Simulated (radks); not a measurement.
All-electron atom: Sc1.25+ in [Ar] 3d0.75 4s1 (fractional occupations, a model configuration). Calculated with a radial shooting solver on a logarithmic mesh with Libxc functionals: Dirac Kohn-Sham, PBE, spin-unpolarised, spherical densities, point nucleus; open shells are shared between the two j in proportion to 2j + 1.

X-ray form factor f0, the Fourier transform of the density (f0(0) = 19.75):

sin(theta)/lambda (1/angstrom),f0 (electrons)
0.05,19.267
0.1,18.069
0.15,16.603
0.2,15.129
0.25,13.727
0.3,12.426
0.4,10.245
0.5,8.704
0.6,7.688
0.8,6.452
1,5.493
1.25,4.344
1.5,3.353
2,2.096
